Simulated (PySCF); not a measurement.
Fill in the blanks.

C6H9NS.
InChI=1S/C6H9NS/c1-2-3-6(8)4-5-7/h2,6,8H,1,3-4H2/t6-/m1/s1

Conformer (atom-mapped SMILES and torsion angles): `[CH2:1]=[CH:2][CH2:3][C@@H:4]([SH:5])[CH2:6][C:7]#[N:8]`: C1–C2–C3–C4 -118°, C2–C3–C4–S5 -64°, C3–C4–C6–C7 62°, H–S5–C4–C3 -64°.

```tsv
property	level	value
point group of the GFN2-xTB geometry	GFN2-xTB	?
rotational constants A, B, C of the GFN2-xTB geometry	GFN2-xTB	1.978, 1.330, 0.902 GHz
dipole moment	PBE0/def2-SVPD	2.87 D
HOMO energy	PBE0/def2-SVPD	-7.36 eV
LUMO energy	PBE0/def2-SVPD	?
lowest singlet excitation	TDDFT PBE0/def2-SVPD	?
strongest line among the 6 lowest singlet transitions	TDDFT PBE0/def2-SVPD	S5 at 7.09 eV (175 nm, f = 0.054)
lowest triplet excitation (Tamm–Dancoff)	TDA PBE0/def2-SVPD	4.47 eV
static isotropic polarisability	PBE0/def2-SVPD	94.6 au
electronic spatial extent ⟨r²⟩ about the centre of nuclear charge	PBE0/def2-SVPD	?
13C chemical shifts (computed TMS as zero) by class	GIAO PBE0/pcSseg-1	?
1H chemical shifts (computed TMS as zero) by class	GIAO PBE0/pcSseg-1	?
isotropic shieldings of nuclei other than C and H, by class	GIAO PBE0/pcSseg-1	-35 (1 N), 559 (1 S) ppm
```

Gas-phase values; electronic properties from PySCF, density fitting. The structure is a single GFN2-xTB conformer in the gas phase; no vibrational or solvent corrections.

Task: Give the electronic spatial extent ⟨r²⟩ about the centre of nuclear charge.

Result: 1302 bohr².

Task: Give the 13C chemical shifts (computed TMS as zero) by class.

Result: 140.4 (1 C), 128.5 (1 C), 122.1 (1 C), 45.4 (1 C), 43.5 (1 C), 20.5 (1 C) ppm.

Task: Give the point group of the GFN2-xTB geometry.

Result: C1.

Task: The LUMO energy?

Result: -0.39 eV.

Task: The 1H chemical shifts (computed TMS as zero) by class?

Result: 6.72 (1 H), 5.83 (1 H), 5.67 (1 H), 3.48 (1 H), 2.89 (1 H), 2.42 (1 H), 2.34 (1 H), 2.33 (1 H), 1.94 (1 H) ppm.

Task: What is the lowest singlet excitation?

Result: 5.44 eV (228 nm, f = 0.002).

The dipole equals about 9.6 × 10⁻³⁰ C·m (1 D = 3.33564 × 10⁻³⁰ C·m). No computed singlet falls in the visible range (750 to 380 nm, 1.65 to 3.26 eV); S1 lies 2.18 eV above its blue end. The vertical singlet–triplet gap S1 − T1 is 0.97 eV (TDDFT singlet less Tamm–Dancoff triplet; S1: HOMO→LUMO, weight 0.81; T1: HOMO−1→LUMO+1, weight 0.38, beside HOMO−1→LUMO, weight 0.36).
